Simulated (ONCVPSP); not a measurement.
Before and after: ONCV potential for tellurium

ONCVPSP 4.0.1 input, shortened (lines: element, Z, core and valence counts, functional; n l f; lmax; l rc ep ncon nbas qcut; lloc lpopt rc5 dvloc0; l nproj debl; icmod fcfact rcfact), PBE, scalar-relativistic:

```
  Te 52.00    6    5        4      upf
    1    0    2.00
    2    0    2.00
    2    1    6.00
    3    0    2.00
    3    1    6.00
    3    2   10.00
    4    0    2.00
    4    1    6.00
    4    2   10.00
    5    0    2.00
    5    1    4.00
    2
    0    1.25    0.00    3    8    9.60
    1    1.45    0.00    4    8    9.80
    2    0.95    0.00    3    7   11.10
    4    5    0.70    0.00
    0    2    0.40
    1    2    1.30
    2    2    0.90
    0    0.00    0.00
```

In the d channel the program set the typed energies aside and used -1.531, 0.250 Ha.

Change: d: qcut 9.5.

Cutoffs: the cutoffs (Ha) at which the residual kinetic energy of the hardest occupied pseudo-wave falls to 1 and 0.1 mHa per electron; they do not see the model core or the augmentation charge, which bear on the density cutoff. Errors are all-electron minus pseudo energies relative to the spin-unpolarised reference configuration.

Task: Predict the effect on cutoff, ghosts and configuration errors.

Result: The potential gets harder (52 Ha and 60 Ha → 60 Ha and 197 Ha); of the 4 tests that both files solve, the error grows in 0 and shrinks in 1 by more than 15 % and 0.3 meV (median size 5.1 → 4.1 meV); neither file shows a bound ghost.

```csv
quantity,base,changed
"cutoff, loose",52 Ha,60 Ha
"cutoff, tight",60 Ha,197 Ha
loose cutoff by channel,"s 34 Ha, p 29 Ha, d 52 Ha","s 34 Ha, p 29 Ha, d 60 Ha"
bound ghosts,none,none
GHOST(+) flags under 300 eV,s at 11.7 eV,s at 11.7 eV
"error for 4s2 4p6 4d10 5s2 5p3, meV [ΔE 9.73 eV]",-2.1,-2.1
"error for 4s2 4p6 4d10 5s2 5p2, meV [ΔE 27.65 eV]",-6.1,-6.1
"error for 4s2 4p6 4d10 5s2 5p1, meV [ΔE 54.55 eV]",-12,-12
"error for 4s2 4p6 4d9 5s2 5p5, meV [ΔE 38.26 eV]",+4.0,+2.0
s: phases at 1.27 bohr within 0.05 rad from the reference energy up to (Ha; the scan ends near 5),0.4,0.4
p: phases at 1.47 bohr within 0.05 rad from the reference energy up to (Ha; the scan ends near 5),to the end of the scan,to the end of the scan
d: phases at 0.96 bohr within 0.05 rad from the reference energy up to (Ha; the scan ends near 5),to the end of the scan,to the end of the scan
```
